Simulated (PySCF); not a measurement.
hexanethiol (C6H14S), SMILES C(CCS)CCC. Heavy atoms are numbered as in [CH3:1][CH2:2][CH2:3][CH2:4][CH2:5][CH2:6][SH:7]. Hydrogens are named by the atom that carries them.

Geometry optimised at B3LYP-D3(BJ)/def2-SVP. The values are those of a single conformer.

Calculation: PBE0/pcSseg-1 in PySCF.

GIAO shieldings, no solvent; atoms alike by connectivity are averaged. δ = σ(ref) − σ: ¹³C against TMS (σ = 186.3 ppm); ³³S against H2S (σ = 716.7 ppm); ¹H against TMS (σ = 31.56 ppm), references at their B3LYP-D3(BJ)/def2-TZVP geometries, non-relativistic.

Computed chemical shifts:
| nucleus | atoms | count | δ (ppm) |
|---|---|---|---|
| ¹³C | C3 (CH2) | 1 | 38.2 |
| ¹³C | C4 (CH2) | 1 | 36.8 |
| ¹³C | C5 (CH2) | 1 | 35.4 |
| ¹³C | C6 (CH2) | 1 | 33.6 |
| ¹³C | C2 (CH2) | 1 | 29.4 |
| ¹³C | C1 (CH3) | 1 | 18.8 |
| ³³S | S7 (SH) | 1 | 117.0 |
| ¹H | H on C6 | 2 | 2.71 |
| ¹H | H on S7 | 1 | 2.13 |
| ¹H | H on C5 | 2 | 1.59 |
| ¹H | H on C2 | 2 | 1.51 |
| ¹H | H on C3 | 2 | 1.42 |
| ¹H | H on C4 | 2 | 1.40 |
| ¹H | H on C1 | 3 | 1.33 |
